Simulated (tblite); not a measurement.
A tight-binding relaxation on `[O]B(C1CC1)O[SiH3]` [radical].

Computed with GFN2-xTB geometry optimisation, gas phase (tblite 0.8.0). Start geometry: from a force field or distance geometry. The input is one job of a driver script: a line of settings, then coordinates in Å.

Command:
```bash
OMP_NUM_THREADS=1 python probes_run.py task.json out
```

Input:
```
{"job": {"kind": "relax", "xc": "GFN2-xTB", "basis": "xTB"}, "charge": 0, "multiplicity": 2}
O      0.711700     0.196700    -2.190200
B      0.454100    -0.116600    -0.794600
O      1.261900    -1.163300    -0.121700
Si     2.595400    -0.342200     0.575300
C     -0.740000     0.591900     0.003500
C     -1.746900    -0.345900     0.646500
C     -2.112600     0.395700    -0.628700
H      2.135800     0.641600     1.576100
H      3.451400    -1.338400     1.268700
H      3.388600     0.319600    -0.452300
H     -0.598900     1.570400     0.499100
H     -2.232000     0.058800     1.562400
H     -1.580700    -1.433500     0.512600
H     -2.166300    -0.267100    -1.521500
H     -2.825800     1.240300    -0.460700
```

Output:
```
step      E/eV     max force
  0    -587.07163    5.967
  1    -588.09696    2.901
  2    -588.03858    9.548
  3    -588.45694    0.768
  4    -588.51066    0.674
  5    -588.62189    0.533
  6    -588.66176    0.575
  7    -588.69892    0.540
  8    -588.72439    0.451
  9    -588.74556    0.399
... (90 lines left out)
100    -589.00059    0.065
101    -589.00121    0.063
102    -589.00160    0.043
103    -589.00177    0.028
104    -589.00185    0.024
105    -589.00192    0.021
106    -589.00204    0.027
107    -589.00213    0.023
108    -589.00218    0.015
109    -589.00219    0.006
```

«max force» is the largest atomic force in eV/Å.

Task: From which step on does the largest force stay under 0.1 eV/Å, and how much energy is left to gain from there?

Result: From step 90 (0.096 eV/Å), 4.8 meV above the end.

Main results: energy lowered by 44.5 kcal/mol over 109 steps; largest atomic force 0.006 eV/Å at the end.

Task: Where do the atoms end?

Result: 0.540 Å rms from the input after alignment:
```
atom  x, y, z in Å
O1     0.0194   -0.5196   -2.2988
B2     0.4797   -0.1980   -1.1866
O3     1.6374   -0.2262   -0.5215
Si4    2.6308   -0.1528    0.7371
C5    -0.7379    0.5068   -0.1638
C6    -1.6188   -0.4355    0.5716
C7    -2.1800    0.4610   -0.5000
H8     2.0734    0.7419    1.7607
H9     2.7554   -1.5093    1.2691
H10    3.8687    0.3884    0.1828
H11   -0.2987    1.3661    0.3195
H12   -1.8198   -0.2298    1.6147
H13   -1.5536   -1.4882    0.3436
H14   -2.4692   -0.0065   -1.4276
H15   -2.7913    1.3096   -0.2261
```

Time: 0.53 s of wall time. Hardware: one thread, Arm Neoverse V2 (aarch64), shared host.
Labels such as C1 count atoms from 1, the log's own numbers from 0.
